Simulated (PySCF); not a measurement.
# Four-centre ligand exchange

Start structure (ZnH2BrCl, closed shell), relaxed at PBE0-D4/def2-TZVP:

```
5
angstrom
Zn -0.6822 -0.6722 -0.4212
Br 0.7775 -1.1604 -2.0287
Cl -2.1373 -0.3161 1.0392
H 1.1575 1.1870 0.3687
H 0.6408 1.3474 0.8877
```

The step: ZnBrCl + H₂ → ZnHCl ([Cl][ZnH]) + HBr; bonds formed: Zn1–H5, Br2–H4; bonds broken: Zn1–Br2, H4–H5. Program: PySCF 2.14 with density fitting (its default auxiliary sets; JK sets also for MP2 and CCSD(T)). Basis: def2-TZVPP and def2-QZVPP. Cores are frozen in the correlated methods. The 3s and 3p shells of Cu and Zn are frozen; filled d shells are correlated. The def2 sets are not built for correlating such inner shells, so the correlated values are less sure here. Extrapolation: Hartree–Fock as exp(−7.88 √X), correlation as X^−2.97. Energies below are by CCSD(T) at an estimated basis limit (MP2 extrapolated from triple and quadruple zeta, plus CCSD(T) − MP2 in triple zeta).

Task: What are the electronic barrier and the energy of the step, from the start structure to the end structure? (Judge from chemistry; the value comes from the calculation.)

Result: The calculation gives: Barrier 166.6 kJ/mol; step energy 113.8 kJ/mol (uphill); reverse barrier, their difference, 52.8 kJ/mol. Barrier and step energy count from the start structure, the reverse barrier from the end structure.

The saddle point: One imaginary mode of 837i cm⁻¹.
| pair | start (Å) | saddle (Å) | end (Å) |
| --- | --- | --- | --- |
| Zn1–H5 | 2.75 | 1.64 | 1.53 |
| Br2–H4 | 3.38 | 1.65 | 1.42 |
| Zn1–Br2 | 2.23 | 2.64 | 3.02 |
| H4–H5 | 0.75 | 1.16 | 3.43 |

Zero-point energy (harmonic, PBE0-D4): ZPE is 37.1 kJ/mol at the start and 34.7 kJ/mol at the saddle, so the barrier goes from 166.6 to 164.2 kJ/mol.

T1 diagnostic: at most 0.012.

Labels in which every atom is bracketed show which atoms are joined, not bond orders.

For scale, one of the runs: CCSD(T)/def2-TZVPP, 182 basis functions, launched by `OMP_NUM_THREADS=4 python run.py`. Hardware: 4 CPU threads of an Arm Neoverse V1, shared host. Wall time 8.2 min; peak host memory 2.3 GiB.
